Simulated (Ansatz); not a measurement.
A structure relaxed at r2SCAN-D4/def2-TZVP in Ansatz, charge 0, doublet:

```xyz
3

Cu    2.091    1.005    0.058
Cu   -1.869   -1.274   -0.519
I    -0.222    0.270    0.461
```

(1) Give its formula and point group.

(2) Summarise the bond lengths by kind (pairs closer than 1.2 times the sum of covalent radii, bridged metal pairs left out).

## Answers

(1) the cluster Cu₂I. Point group C2v (tolerance 0.1 Å).

(2) 2 × Cu–I 2.46 Å.

In the def2 sets I takes a core potential; there is no spin–orbit coupling. Another isomer (doublet) lies 0.58 eV lower at PBE0-D4/def2-TZVP; other spin states weren't run for this one.
